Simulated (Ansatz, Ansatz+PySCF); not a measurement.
```yaml
atoms:
  - { symbol: Fe, position_ang: [0.0000, 0.0000, 0.0000] }
  - { symbol: Cl, position_ang: [0.0000, 0.0000, 2.2131] }
  - { symbol: Cl, position_ang: [0.0000, 0.0000, -2.2131] }
```

Basis set: def2-SVP (spherical functions). Left uncorrelated: 15 orbitals. Correlation on ROHF uses semicanonical orbitals with singles. Charge 0, multiplicity 5.

Computed with Ansatz (development build ahead of 0.2.0); each method stands on the lowest determinant of its kind that the runs found. Restricted functionals stand beside restricted open-shell atoms, which can lie above the unrestricted atoms usual in DFT and then raise those values.

The atomization energy at this shape (free ground-state atoms in the same class of orbitals less the molecule, no zero-point energy) of quintet FeCl2:

| method | atomization energy |
| --- | --- |
| ωB97X (unrestricted) | 8.15 eV |
| ωB97X (restricted open-shell) | 8.21 eV |
| r²SCAN (unrestricted) | 8.76 eV |
| PBE0 (unrestricted) | 8.26 eV |
| PBE0 (restricted open-shell) | 8.31 eV |
| PBE (unrestricted) | 8.67 eV |
| PBE (restricted open-shell) | 8.73 eV |
| UHF-MP2 | 7.56 eV |
| ROHF-MP2 | 7.52 eV |
| UHF | 6.22 eV |
| ROHF | 6.39 eV |

(1) What does r²SCAN (restricted open-shell) give?

## Answers

(1) 8.88 eV. Caution: other spin multiplicities were not run.
